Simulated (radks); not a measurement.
All-electron atom: Pb11+ in [Xe] 4f14 5d3.

Calculated with a radial shooting solver on a logarithmic mesh with Libxc functionals: Dirac Kohn-Sham, BLYP, spin-unpolarised, spherical densities, finite nucleus; open shells fill j = l - 1/2 first; Fermi nuclear charge, rms radius 5.5012 fm.

Energy parts (hartree):
total: -20888.7248
kinetic: 24296.9119
electron-nucleus: -52346.5361
Hartree: 7545.1250
exchange-correlation: -384.2256

Orbitals (lengths in bohr, moments of r in powers of bohr; r(90%) holds 90 % of the orbital's charge):
orbital,occ.,eigenvalue (hartree),r(90%),<r>,<r^2>,<r^4>
1s1/2,2,-3238.388,0.0294,0.01606,0.0003575,3.540e-07
2s1/2,2,-584.6826,0.105,0.06692,0.005366,0.00005071
2p1/2,2,-562.0574,0.0918,0.05487,0.003774,0.00002986
2p3/2,4,-481.5783,0.104,0.06379,0.004955,0.00004818
3s1/2,2,-145.7133,0.256,0.1740,0.03476,0.001830
3p1/2,2,-135.4438,0.248,0.1644,0.03157,0.001584
3p3/2,4,-117.4807,0.270,0.1807,0.03790,0.002251
3d3/2,4,-100.5035,0.244,0.1569,0.02890,0.001474
3d5/2,6,-96.67853,0.250,0.1618,0.03061,0.001637
4s1/2,2,-38.39702,0.551,0.3838,0.1665,0.03995
4p1/2,2,-33.93883,0.559,0.3849,0.1687,0.04205
4p3/2,4,-29.53031,0.607,0.4192,0.1997,0.05875
4d3/2,4,-22.24138,0.631,0.4235,0.2071,0.06734
4d5/2,6,-21.41647,0.646,0.4344,0.2177,0.07429
5s1/2,2,-11.99514,1.17,0.8283,0.7654,0.8201
4f5/2,6,-11.96676,0.706,0.4460,0.2370,0.1066
4f7/2,8,-11.77887,0.715,0.4520,0.2432,0.1121
5p1/2,2,-10.40367,1.24,0.8713,0.8500,1.026
5p3/2,4,-9.46754,1.34,0.9418,0.9917,1.389
5d3/2,3,-7.08412,1.54,1.067,1.282,2.392
5d5/2,0,-6.93877,1.57,1.090,1.336,2.590

The highest occupied level is 5d3/2 at -192.77 eV. The electron density at the nucleus is 2.737e+06 e/bohr^3. Summed over all electrons, <r^2> = 18.64 bohr^2, which gives a Langevin (diamagnetic) susceptibility term of -14.8 x 10^-6 cm^3/mol. The density falls to 0.001 e/bohr^3 at r = 2.28 bohr.
